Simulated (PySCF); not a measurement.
A family of related molecules: H2E=E'H2. Isolated molecules, 0 K electronic values unless said otherwise. One relaxed conformer stands for each flexible species; it need not be the lowest. Strings in code marks are SMILES.

The S1 excitation (TDA) from two functionals at the same geometries (CAM-B3LYP-D3(BJ)/def2-TZVP), both in PySCF: PBE-D3(BJ)/def2-TZVP and TPSSh-D3(BJ)/def2-TZVP. Excitations are Tamm–Dancoff values on a coarser integration grid. The basis has no diffuse functions, so Rydberg states are missing or too high.

```json
[
 {"species": "`C=[SiH2]`", "PBE-D3(BJ)/def2-TZVP (eV)": "5.66", "TPSSh-D3(BJ)/def2-TZVP (eV)": "5.68"},
 {"species": "`BN`", "PBE-D3(BJ)/def2-TZVP (eV)": "6.97", "TPSSh-D3(BJ)/def2-TZVP (eV)": "7.47"},
 {"species": "`[NH2][AlH2]`", "PBE-D3(BJ)/def2-TZVP (eV)": "5.75", "TPSSh-D3(BJ)/def2-TZVP (eV)": "6.06"},
 {"species": "`[NH2][GaH2]`", "PBE-D3(BJ)/def2-TZVP (eV)": "5.72", "TPSSh-D3(BJ)/def2-TZVP (eV)": "5.96"},
 {"species": "`C=[NH2+]`", "PBE-D3(BJ)/def2-TZVP (eV)": "7.66", "TPSSh-D3(BJ)/def2-TZVP (eV)": "8.11"},
 {"species": "`[CH2]=[SnH2]`", "PBE-D3(BJ)/def2-TZVP (eV)": "4.54", "TPSSh-D3(BJ)/def2-TZVP (eV)": "4.71"}
]
```

Over these rows, drawn at random from the members with no instability flagged (it was tested for open shells, ions and some series alone), PBE minus TPSSh-D3(BJ): mean -0.28 eV, from -0.50 eV to -0.02 eV.
